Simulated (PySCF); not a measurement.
**A thermochemical cycle for GeH**

CCSD(T) in PySCF with def2-TZVPPD on every atom, for the lowest determinant that a PBE0 search found; no spin–orbit coupling. GeH, a doublet (π ↑), has De = 2.93 eV to neutral atoms, and GeH⁺, a singlet (closed shell), has De = 3.14 eV to Ge⁺ + H.

At the same level the Ge atom ionises at 7.90 eV.

**Question.** What is the adiabatic ionisation energy of the molecule, and does ionisation strengthen or weaken the bond?

**Answer.** IE = IE(Ge) + De(neutral) − De(ion) = 7.90 + 2.93 − 3.14 = 7.69 eV. De changes by +0.21 eV, so ionisation strengthens the bond.

Correlated steps freeze 9 core orbitals. For an ion De counts to the pair picked by the measured ionisation energies or electron affinities, which need not be the lowest pair at this level. Where the molecule has an RHF reference, its open-shell atoms are computed with UHF. States were picked by a PBE0 search and need not be the measured ground states.
